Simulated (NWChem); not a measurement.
System: SiI$_{4}$; SMILES I[Si](I)(I)I

Excerpt of the output:

```
             Northwest Computational Chemistry Package (NWChem) 7.3.0
             --------------------------------------------------------

 C1  symmetry detected

                             Geometry "geometry" -> ""
                             -------------------------

 Output coordinates in angstroms (scale by  1.889725989 to convert to a.u.)

  No.       Tag          Charge          X              Y              Z
 ---- ---------------- ---------- -------------- -------------- --------------
    1 I                   53.0000    -1.44402965    -1.35470147    -1.46365624
    2 Si                  14.0000     0.00000385     0.00000100    -0.00000264
    3 I                   53.0000     0.02964607     2.32755790    -0.80275945
    4 I                   53.0000    -0.87351740    -0.06344204     2.30121413
    5 I                   53.0000     2.28789997    -0.90941466    -0.03479774

 Effective nuclear repulsion energy (a.u.)    2855.9908024976

                                 NWChem DFT Module
                                 -----------------

 Summary of "ao basis" -> "ao basis" (spherical)
 ------------------------------------------------------------------------------
       Tag                 Description            Shells   Functions and Types
 ---------------- ------------------------------  ------  ---------------------
 I                          def2-svp                10       26   4s4p2d
 Si                         def2-svp                 8       18   4s3p1d

            General Information
            -------------------
          SCF calculation type: DFT
          Wavefunction type:  closed shell.
          No. of atoms     :     5
          No. of electrons :   114
           Alpha electrons :    57
            Beta electrons :    57
          Charge           :     0
          Spin multiplicity:     1
          Use of symmetry is: off; symmetry adaption is: off
          Maximum number of iterations: 150
          AO basis - number of functions:   122
                     number of shells:    48
          Convergence on energy requested:  1.00D-06
          Convergence on density requested:  1.00D-05
          Convergence on gradient requested:  5.00D-04

              XC Information
              --------------
                         MN15 Method XC Functional
                     Hartree-Fock (Exact) Exchange  0.440
                          MN15 Exchange Functional  1.000
                        MN15 Correlation Potential  1.000

             Grid Information
             ----------------
          Grid used for XC integration:  fine
          Radial quadrature: Mura-Knowles
          Angular quadrature: Lebedev.
          Tag              B.-S. Rad. Rad. Pts. Rad. Cut. Ang. Pts.
          ---              ---------- --------- --------- ---------
          I                   1.40      141          11.0       974
          Si                  1.10      123           9.0       770
          Grid pruning is: on
          Number of quadrature shells:   687
          Spatial weights used:  Erf1

      Superposition of Atomic Density Guess
      -------------------------------------

 Sum of atomic energies:       -1677.24702384

      Non-variational initial energy
      ------------------------------

 Total energy =   -1476.210678
 1-e energy   =   -4058.299933
 2-e energy   =    1787.677761
 HOMO         =      -0.325681
 LUMO         =      -0.063802

     ---------------------------------------------
      Total Density - Mulliken Population Analysis
     ---------------------------------------------

    Atom       Charge   Shell Charges
 -----------   ------   -------------------------------------------------------
    1 I   25    25.29   1.83  0.22  1.23  0.67  2.93  3.13  2.63  2.64  9.82  0.19
    2 Si  14    12.85   2.00  1.99  0.92  0.17  5.93  0.71  0.94  0.18
    3 I   25    25.29   1.83  0.22  1.23  0.67  2.93  3.13  2.63  2.64  9.82  0.19
    4 I   25    25.29   1.83  0.22  1.23  0.67  2.93  3.13  2.63  2.64  9.82  0.19
    5 I   25    25.29   1.83  0.22  1.23  0.67  2.93  3.13  2.63  2.64  9.82  0.19

   convergence    iter        energy       DeltaE   RMS-Dens  Diis-err
 ---------------- ----- ----------------- --------- --------- ---------
 d= 0,ls=0.0,diis     1  -1477.1406325532 -2.27D+03  1.76D-02  2.04D+00
 d= 0,ls=0.0,diis     2  -1476.9763121040  1.64D-01  1.44D-02  2.24D+00
 d= 0,ls=0.0,diis     3  -1477.2811406657 -3.05D-01  3.86D-03  2.26D-01
 d= 0,ls=0.0,diis     4  -1477.3210691673 -3.99D-02  4.13D-04  2.18D-03
 d= 0,ls=0.0,diis     5  -1477.3214364787 -3.67D-04  1.01D-04  8.95D-05
  Resetting Diis
 d= 0,ls=0.0,diis     6  -1477.3214475156 -1.10D-05  1.86D-05  6.55D-07
 d= 0,ls=0.0,diis     7  -1477.3214477035 -1.88D-07  4.35D-06  3.82D-08

         Total DFT energy =    -1477.321447703525
      One electron energy =    -4056.305874900029
           Coulomb energy =     1891.209485279412
    Exchange-Corr. energy =     -106.636552155851
 Nuclear repulsion energy =      794.411494072943

 Numeric. integr. density =      114.000000725661

                       DFT Final Molecular Orbital Analysis
                       ------------------------------------

 Vector   55  Occ=2.000000D+00  E=-2.986457D-01
              MO Center=  5.7D-01,  3.3D-01,  3.4D-01, r^2= 7.6D+00
   Bfn.  Coefficient  Atom+Function         Bfn.  Coefficient  Atom+Function
  ----- ------------  ---------------      ----- ------------  ---------------
    55      0.339330  3 I  px                58      0.294342  3 I  px
   109      0.292642  5 I  pz               112      0.253848  5 I  pz
    81     -0.251904  4 I  px               108     -0.251402  5 I  py
    82      0.219565  4 I  py                84     -0.218502  4 I  px
   111     -0.218070  5 I  py                85      0.190456  4 I  py

 Vector   56  Occ=2.000000D+00  E=-2.986438D-01
              MO Center=  2.0D-01, -4.7D-01, -4.3D-01, r^2= 7.7D+00
   Bfn.  Coefficient  Atom+Function         Bfn.  Coefficient  Atom+Function
  ----- ------------  ---------------      ----- ------------  ---------------
    11      0.290333  1 I  px               108      0.269165  5 I  py
    12     -0.266506  1 I  py               109      0.261735  5 I  pz
    14      0.251832  1 I  px               111      0.233471  5 I  py
    15     -0.231166  1 I  py               112      0.227031  5 I  pz
    55     -0.205035  3 I  px                81     -0.196258  4 I  px

 Vector   57  Occ=2.000000D+00  E=-2.986431D-01
              MO Center= -7.7D-01,  1.4D-01,  8.7D-02, r^2= 7.5D+00
   Bfn.  Coefficient  Atom+Function         Bfn.  Coefficient  Atom+Function
  ----- ------------  ---------------      ----- ------------  ---------------
    82      0.328749  4 I  py                57     -0.323315  3 I  pz
    13      0.307296  1 I  pz                85      0.285158  4 I  py
    60     -0.280439  3 I  pz                16      0.266544  1 I  pz
    81      0.191312  4 I  px                12     -0.182621  1 I  py
    84      0.165941  4 I  px                15     -0.158406  1 I  py

 Vector   58  Occ=0.000000D+00  E=-8.204086D-02
              MO Center=  2.1D-05,  3.7D-05, -5.2D-05, r^2= 7.5D+00
   Bfn.  Coefficient  Atom+Function         Bfn.  Coefficient  Atom+Function
  ----- ------------  ---------------      ----- ------------  ---------------
    30      0.881062  2 Si s                 29      0.727058  2 Si s
    59      0.416382  3 I  py                86      0.411644  4 I  pz
   110      0.409278  5 I  px                28      0.376708  2 Si s
    16     -0.261819  1 I  pz                14     -0.258322  1 I  px
    15     -0.242344  1 I  py                56      0.233045  3 I  py

 Vector   59  Occ=0.000000D+00  E=-1.753060D-02
              MO Center= -1.3D-01, -1.2D-01, -1.2D-01, r^2= 6.1D+00
   Bfn.  Coefficient  Atom+Function         Bfn.  Coefficient  Atom+Function
  ----- ------------  ---------------      ----- ------------  ---------------
    39      0.749814  2 Si pz                37      0.645621  2 Si px
    38      0.643766  2 Si py                 4      0.498454  1 I  s
    14      0.418126  1 I  px                16      0.403312  1 I  pz
    15      0.384080  1 I  py                84     -0.268752  4 I  px
    60     -0.258709  3 I  pz               111     -0.242870  5 I  py

 Vector   60  Occ=0.000000D+00  E=-1.752935D-02
              MO Center=  5.6D-02,  1.8D-01, -3.7D-02, r^2= 6.1D+00
   Bfn.  Coefficient  Atom+Function         Bfn.  Coefficient  Atom+Function
  ----- ------------  ---------------      ----- ------------  ---------------
    38      0.981953  2 Si py                59      0.636797  3 I  py
    39     -0.578726  2 Si pz                48     -0.470810  3 I  s
   110     -0.412962  5 I  px                35      0.309461  2 Si py
    37     -0.307001  2 Si px               100      0.270590  5 I  s
    56      0.219294  3 I  py                86     -0.220000  4 I  pz

     ---------------------------------------------
      Total Density - Mulliken Population Analysis
     ---------------------------------------------

    Atom       Charge   Shell Charges
 -----------   ------   -------------------------------------------------------
    1 I   25    25.05   1.82  0.22  1.39  0.51  2.94  3.08  2.68  2.38  9.76  0.27
    2 Si  14    13.82   2.00  1.97  1.14  0.13  5.93  1.15  1.20  0.30
    3 I   25    25.05   1.82  0.22  1.39  0.51  2.94  3.08  2.68  2.38  9.76  0.27
    4 I   25    25.05   1.82  0.22  1.39  0.51  2.94  3.08  2.68  2.38  9.76  0.27
    5 I   25    25.05   1.82  0.22  1.39  0.51  2.94  3.08  2.68  2.38  9.76  0.27

     -------------------------------------------
      Total Density - Lowdin Population Analysis
     -------------------------------------------

    Atom       Charge   Shell Charges
 -----------   ------   -------------------------------------------------------
    1 I   25    25.00   1.25  0.73  1.08  0.80  2.79  3.15  2.55  2.62  9.45  0.59
    2 Si  14    13.98   2.00  1.93  0.77  0.43  5.81  1.17  1.44  0.44
    3 I   25    25.00   1.25  0.73  1.08  0.80  2.79  3.15  2.55  2.62  9.45  0.59
    4 I   25    25.00   1.25  0.73  1.08  0.80  2.79  3.15  2.55  2.62  9.45  0.59
    5 I   25    25.00   1.25  0.73  1.08  0.80  2.79  3.15  2.55  2.62  9.45  0.59

     Multipole analysis of the density
     ---------------------------------

     L   x y z        total         alpha         beta         nuclear
     -   - - -        -----         -----         ----         -------
     0   0 0 0      0.000000    -57.000000    -57.000000    114.000000

     1   1 0 0     -0.000004     -0.000029     -0.000029      0.000054
     1   0 1 0     -0.000046     -0.000030     -0.000030      0.000014
     1   0 0 1      0.000022      0.000029      0.000029     -0.000037

     2   2 0 0    -87.953116   -404.815619   -404.815619    721.678122
     2   1 1 0     -0.000004     -0.000002     -0.000002      0.000000
     2   1 0 1      0.000031      0.000016      0.000016     -0.000000
     2   0 2 0    -87.953209   -404.823804   -404.823804    721.694399
     2   0 1 1      0.000091      0.000046      0.000046     -0.000000
     2   0 0 2    -87.953132   -404.810727   -404.810727    721.668323

            General Information
            -------------------
          SCF calculation type: DFT
          Wavefunction type:  closed shell.
          No. of atoms     :     5
          No. of electrons :   114
           Alpha electrons :    57
            Beta electrons :    57
          Charge           :     0
          Spin multiplicity:     1
          Use of symmetry is: off; symmetry adaption is: off
          Maximum number of iterations: 150
          AO basis - number of functions:   122
                     number of shells:    48
          Convergence on energy requested:  1.00D-06
          Convergence on density requested:  1.00D-05
          Convergence on gradient requested:  5.00D-04

              XC Information
              --------------
                         MN15 Method XC Functional
                     Hartree-Fock (Exact) Exchange  0.440
                          MN15 Exchange Functional  1.000
                        MN15 Correlation Potential  1.000

             Grid Information
             ----------------
          Grid used for XC integration:  fine
          Radial quadrature: Mura-Knowles
          Angular quadrature: Lebedev.
          Tag              B.-S. Rad. Rad. Pts. Rad. Cut. Ang. Pts.
          ---              ---------- --------- --------- ---------
          I                   1.40      141          11.0       974
          Si                  1.10      123           9.0       770
          Grid pruning is: on
          Number of quadrature shells:   687
          Spatial weights used:  Erf1

          Convergence Information
          -----------------------
          Convergence aids based upon iterative change in
          total energy or number of iterations.
          Levelshifting, if invoked, occurs when the
          HOMO/LUMO gap drops below (HL_TOL):  1.00D-02
          DIIS, if invoked, will attempt to extrapolate
          using up to (NFOCK): 10 stored Fock matrices.

                    Damping( 0%)  Levelshifting(0.5)       DIIS
                  --------------- ------------------- ---------------
          dE  on:    start            ASAP                start
          dE off:    2 iters        150 iters           150 iters

                            NWChem DFT Gradient Module
                            --------------------------

  charge          =   0.00
  wavefunction    = closed shell

                         DFT ENERGY GRADIENTS

    atom               coordinates                        gradient
                 x          y          z           x          y          z
   1 I      -2.728820  -2.560015  -2.765909   -0.004193  -0.003934  -0.004250
   2 Si      0.000007   0.000002  -0.000005   -0.000004  -0.000000   0.000001
   3 I       0.056023   4.398447  -1.516995    0.000079   0.006764  -0.002327
   4 I      -1.650709  -0.119888   4.348664   -0.002529  -0.000191   0.006682
   5 I       4.323504  -1.718545  -0.065758    0.006647  -0.002639  -0.000107
```

Level: MN15/def2-SVP with def2 effective core potentials on I. Coordinates come from a PBE-D3(BJ)/def2-SVP optimisation. No frequency run checked for a minimum. def2 effective core potentials on I; no spin-orbit coupling.

Q: Write an input that gives this output.

A: Several could match; the one computed here: the input that was run:
```
start job
memory heap 200 mb stack 900 mb global 1100 mb
geometry units angstroms noautoz
  I     -1.433931     1.658758     1.120308
  Si     0.000016     0.000011     0.000001
  I     -1.408964    -1.691110    -1.103495
  I      1.398894     1.127925    -1.683333
  I      1.444067    -1.095512     1.666513
end
basis spherical
  * library def2-svp
end
ecp
  I library def2-ecp
end
dft
  xc mn15
  grid fine
  iterations 150
  mulliken
end
task dft gradient
```
